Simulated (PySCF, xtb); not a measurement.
F₆S, SMILES FS(F)(F)(F)(F)F.

Harmonic wavenumbers (cm⁻¹) from GFN2-xTB (xtb 6.7.1) at its own minimum, in rising order: 255, 255, 255, 389, 389, 389, 453, 453, 453, 536, 576, 576, 823, 823, 823.

Problem. What does PBE-D3(BJ)/def2-SVP in PySCF 2.14.0 give at its own minimum? (An estimate is asked for; the answer gives what the named calculation found.)

Solution. 319, 319, 319, 471, 471, 471, 562, 562, 562, 635, 635, 717, 966, 966, 966. Paired by order, the mean absolute difference is 99 cm⁻¹ and the zero-point energies are 10.6 and 12.8 kcal/mol.
